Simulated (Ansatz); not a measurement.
Total energies of C5H12ClGaO (`C[CH2][Ga]([Cl])[O]C(C)C`).

```
atom   x (Å)   y (Å)   z (Å)
  C1  -0.768   0.839   3.095
  C2  -0.241   1.860   2.095
 Ga3   0.156   1.124   0.329
 Cl4   0.978   2.362  -1.242
  O5  -0.159  -0.589  -0.002
  C6   0.045  -1.344  -1.181
  C7  -0.812  -0.829  -2.322
  C8   1.515  -1.409  -1.548
  H9  -1.692   0.371   2.747
 H10  -0.051   0.034   3.268
 H11  -0.978   1.307   4.061
 H12  -0.955   2.676   1.942
 H13   0.677   2.335   2.453
 H14  -0.292  -2.359  -0.931
 H15  -1.860  -0.785  -2.020
 H16  -0.735  -1.487  -3.192
 H17  -0.491   0.171  -2.626
 H18   1.887  -0.420  -1.831
 H19   1.675  -2.084  -2.393
 H20   2.101  -1.775  -0.703
```

The species carries charge 0 and has multiplicity 1. Correlated methods include outer-core shells of Ga, which these sets cover unevenly. Scalar relativity is left out up to krypton. The geometry is a stationary point of PBE0-D4/def2-TZVP. It is one conformer, not always the lowest. Basis def2-TZVPP, Ansatz.

RPA on PBE orbitals: Hartree–Fock energy of these orbitals -2654.04821 Eh, correlation -2.49024 Eh (frozen core).

```json
{"functional": "LDA (SPW92)", "energy without D4 (Eh)": "-2651.32187", "D4 term (kJ/mol)": "–"}
{"functional": "PBE", "energy without D4 (Eh)": "-2657.40458", "D4 term (kJ/mol)": "-49.4"}
{"functional": "revPBE", "energy without D4 (Eh)": "-2657.92883", "D4 term (kJ/mol)": "-143.6"}
{"functional": "BLYP", "energy without D4 (Eh)": "-2658.17818", "D4 term (kJ/mol)": "-105.8"}
{"functional": "r2SCAN", "energy without D4 (Eh)": "-2658.05040", "D4 term (kJ/mol)": "-13.3"}
{"functional": "B97M-V", "energy without D4 (Eh)": "-2657.74780", "D4 term (kJ/mol)": "–"}
{"functional": "PBE0", "energy without D4 (Eh)": "-2657.51945", "D4 term (kJ/mol)": "-42.5"}
{"functional": "B3LYP", "energy without D4 (Eh)": "-2658.32487", "D4 term (kJ/mol)": "-78.8"}
{"functional": "r2SCANh", "energy without D4 (Eh)": "-2658.02711", "D4 term (kJ/mol)": "-14.2"}
{"functional": "r2SCAN0", "energy without D4 (Eh)": "-2657.99458", "D4 term (kJ/mol)": "-15.6"}
{"functional": "HSE06 (plane-wave form)", "energy without D4 (Eh)": "-2657.49534", "D4 term (kJ/mol)": "-39.9"}
{"functional": "BHLYP", "energy without D4 (Eh)": "-2658.05849", "D4 term (kJ/mol)": "-61.5"}
{"functional": "CAM-B3LYP", "energy without D4 (Eh)": "-2658.24230", "D4 term (kJ/mol)": "-43.5"}
{"functional": "LC-ωPBE", "energy without D4 (Eh)": "-2657.71249", "D4 term (kJ/mol)": "–"}
{"functional": "ωB97X-V", "energy without D4 (Eh)": "-2657.92964", "D4 term (kJ/mol)": "–"}
{"functional": "ωB97M-V", "energy without D4 (Eh)": "-2657.98732", "D4 term (kJ/mol)": "–"}
{"functional": "B2PLYP", "energy without D4 (Eh)": "-2657.51734", "D4 term (kJ/mol)": "–"}
{"functional": "PBE-QIDH", "energy without D4 (Eh)": "-2657.06969", "D4 term (kJ/mol)": "–"}
```

B3LYP takes the VWN-RPA correlation (the form of Gaussian; ORCA's B3LYP/G). HSE06 is the plane-wave form, built on full-range PBE exchange. The double hybrids freeze the cores in their second-order part.

LC-ωPBE has ω = 0.4 bohr⁻¹.
